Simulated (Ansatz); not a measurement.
Consider the ligand exchange at a B–C bond: `B[CH2][AlH][CH3]` + `OBF` → `BOBF` + `[CH3][AlH][CH3]`.

Program: Ansatz. Geometries: PBE0-D4/def2-TZVP. ΔE: electronic, gas phase. CBS: MP2 limit from def2 TZ/QZ plus the TZ coupled-cluster correction, frozen cores. This one scheme is used for every species. Functionals use def2-TZVPP. B3LYP here is the variant with VWN-RPA as its local correlation; programs differ in this. Each species was taken in one conformer, which may not be the lowest.

`B[CH2][AlH][CH3]`:

```xyz
12

B    -0.539    1.113   -1.538
C    -0.122    1.485   -0.140
Al    0.858   -0.147    0.450
C    -0.107   -1.747    0.992
H    -1.531    0.465   -1.732
H     0.165    1.367   -2.478
H     0.614    2.282   -0.015
H    -0.912    1.508    0.620
H     2.441   -0.063    0.545
H     0.161   -2.050    2.009
H     0.162   -2.587    0.341
H    -1.191   -1.626    0.944
```

`OBF`:

Z-matrix (Å, degrees):
```
B
O 1 1.344
F 1 1.332 2 120.3
H 1 1.192 2 120.1 3 -180.0
H 2 0.963 1 113.4 3 -0.0
```

`BOBF`:

```xyz
7

B    -1.199    0.018   -0.281
O     0.058   -0.469   -0.484
B     1.164   -0.078    0.208
F     2.308   -0.646   -0.111
H    -1.387    0.853    0.559
H    -2.075   -0.421   -0.965
H     1.131    0.743    1.075
```

`[CH3][AlH][CH3]`:

Z-matrix (Å, degrees):
```
C
Al 1 1.954
H 1 1.092 2 113.4
H 1 1.095 2 111.1 3 121.8
H 1 1.096 2 110.4 3 -120.9
C 2 1.954 1 121.2 3 -176.1
H 2 1.595 1 120.2 3 4.5
H 6 1.096 2 110.5 1 -117.3
H 6 1.093 2 113.4 1 3.7
H 6 1.095 2 111.0 1 125.4
```

```
           level  ΔE (kJ/mol)  difference from CCSD(T)/CBS
     LDA (SPW92)        -55.4                         14.1
       r2SCAN-D4        -64.4                          5.1
        B3LYP-D4        -71.9                         -2.4
      r2SCANh-D4        -65.6                          3.9
          B2PLYP        -74.2                         -4.7
        PBE-QIDH        -67.5                          2.0
             PBE        -58.8                         10.7
          revPBE        -60.2                          9.3
         r2SCANh        -66.3                          3.2
         LC-ωPBE        -67.7                          1.8
    MP2/def2-SVP        -78.7                         -9.2
CCSD(T)/def2-SVP        -78.8                         -9.3
  MP2/def2-TZVPP        -68.6                          0.9
   HF/def2-QZVPP        -96.0                        -26.5
   MP2/CBS(def2)        -68.4                          1.1
  CCSD/CBS(def2)        -73.0                         -3.5
     CCSD(T)/CBS        -69.5                            0
```

Largest T1 diagnostic among the species: 0.013.

In def2-TZVPP, CCSD(T) changes the Hartree–Fock value by +25.2 kJ/mol (the triples alone add +3.5 kJ/mol) and MP2 by +26.3 kJ/mol. From BLYP to BHLYP (50 % exact exchange), in def2-TZVPP and without D4, ΔE moves by −9.2 kJ/mol. At CCSD(T), def2-SVP lies −9.3 kJ/mol from the extrapolated value and def2-TZVPP −0.2 kJ/mol.
